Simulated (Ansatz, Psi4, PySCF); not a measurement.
C2H8Cl2OSi2 (SMILES C[Si](C)(O)[SiH](Cl)Cl), singlet, geometry from GFN2-xTB, atoms displaced at random by about 0.08 Å a coordinate. Base run: R2SCAN/STO-3G, gradient (PySCF).

Here is a job for PySCF.
```python
from pyscf import gto, scf, dft

mol = gto.Mole()
mol.atom = '''
    Si    1.056357   -0.184156   -0.275067
    Cl    1.996689   -0.308326    1.694182
    Cl    1.252833    1.764161   -0.757494
    Si   -1.278548   -0.631271   -0.153012
    C    -2.080590    0.239495   -1.769887
    C    -2.119143    0.044455    1.410665
    O    -1.471330   -2.092506   -0.170144
    H     1.778290   -0.986742   -1.088315
    H    -3.198259   -0.098669   -1.738664
    H    -1.569355    0.047035   -2.626850
    H    -1.988762    1.366578   -1.728835
    H    -1.896796    1.083250    1.573044
    H    -1.801817   -0.426370    2.404971
    H    -3.167148   -0.065265    1.377040
    H    -1.352454   -2.657621   -0.992915
'''
mol.basis = 'sto-3g'
mol.charge = 0
mol.spin = 0
mol.verbose = 4
mol.build()

mf = dft.RKS(mol)
mf.xc = 'r2scan'
mf.kernel()
g = mf.nuc_grad_method()
grad = g.kernel()
```

Programs used: Ansatz (a quantum-chemistry and plane-wave program), Psi4, PySCF; a row that names a program was run with it.

The coordinate followed is z of atom 14.

The base run was repeated with changes; each row names its change, and settings that it needs were set with it.

```csv
change,dE/dx (Eh/bohr),net force (Eh/bohr)
base,0.006977,0.005397
finite difference step (bohr) = 1e-3; conv_tol = 1e-11,0.006980,-
conv_tol = 1e-11,0.006977,0.005397
grids.level = 0; grid_response = on,0.006815,0.000000
finite difference step (bohr) = 0.2; conv_tol = 1e-11,0.006825,-
grids.level = 1; grid_response = off,0.006973,0.011769
finite difference step (bohr) = 1e-4; conv_tol = 1e-11,0.006980,-
code = ansatz,0.006977,0.000000
grid_response = on,0.006980,0.000000
finite difference step (bohr) = 1e-5; conv_tol = 1e-11,0.006980,-
code = psi4,0.006981,0.002906
density fitting = on; auxbasis_response = off,0.006976,0.008141
```

The net force is zero for an exact gradient.
